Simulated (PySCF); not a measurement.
Electronic structure of Ir⁺ (iridium, charge +1) at the PBE0 level

Configuration: [Xe] 4f14 5d7 6s1, high-spin 5F determinant. All numbers are calculated (PySCF 2.14, the spin-free X2C one-electron Hamiltonian (Gaussian nucleus), in x2c-TZVPPall with one added diffuse shell each of s, p, d, f type (12s8p8d4f1g, 113 functions)).

| Property | Result |
| --- | --- |
| Total energy | -17828.94 hartree |
| One-electron energy | -24418.95 hartree |
| Hartree (Coulomb) energy | 6942.53 hartree |
| Exchange-correlation energy | -352.51 hartree |
| ⟨S²⟩ | 6.0016 |
| ⟨L²⟩ | 12.014 |
| Sum of ⟨r⟩ | 42.76 bohr |
| Sum of ⟨r²⟩ | 52.10 bohr² |
| Langevin diamagnetic susceptibility | -41.3 ×10⁻⁶ cm³/mol |
| Time after the integrals | about 7 core-seconds |

```
shell  electrons  mean orbital energy (hartree)  spread (hartree)  rms radius, mean of both spins (bohr)
 1s α          1                    -2794.10286                 0                                 0.0197
 1s β          1                    -2794.10186                 0                                 0.0197
 2s α          1                     -490.41156                 0                                 0.0796
 2s β          1                     -490.40245                 0                                 0.0796
 2p α          3                     -427.79312                 0                                 0.0727
 2p β          3                     -427.78528                 0                                 0.0727
 3s α          1                     -115.60789                 0                                  0.203
 3s β          1                     -115.60408                 0                                  0.203
 3p α          3                      -97.12376                 0                                  0.205
 3p β          3                      -97.12003                 0                                  0.205
 3d α          5                      -75.95396           0.00369                                  0.188
 3d β          5                      -75.94701           0.00289                                  0.188
 4s α          1                      -25.24209                 0                                  0.450
 4s β          1                      -25.23141                 0                                  0.450
 4p α          3                      -19.11627                 0                                  0.479
 4p β          3                      -19.10657                 0                                  0.479
 4d α          5                      -11.35734           0.00973                                  0.514
 4d β          5                      -11.34479           0.00285                                  0.514
 5s α          1                       -4.10253                 0                                   1.04
 5s β          1                       -4.02461                 0                                   1.04
 4f α          7                       -2.80205           0.01351                                  0.591
 4f β          7                       -2.78784           0.00143                                  0.591
 5p α          3                       -2.49789                 0                                   1.21
 5p β          3                       -2.39405                 0                                   1.21
 5d α          5                       -0.66179           0.03070                                   1.81
 5d β          2                       -0.58442                 0                                   1.81
 6s α          1                       -0.55294                 0                                   2.88
```

Spin-orbit coupling, absent here, splits the open shell strongly.

Densities and radii are taken from the X2C orbitals without a picture-change correction, which distorts them close to the nucleus.
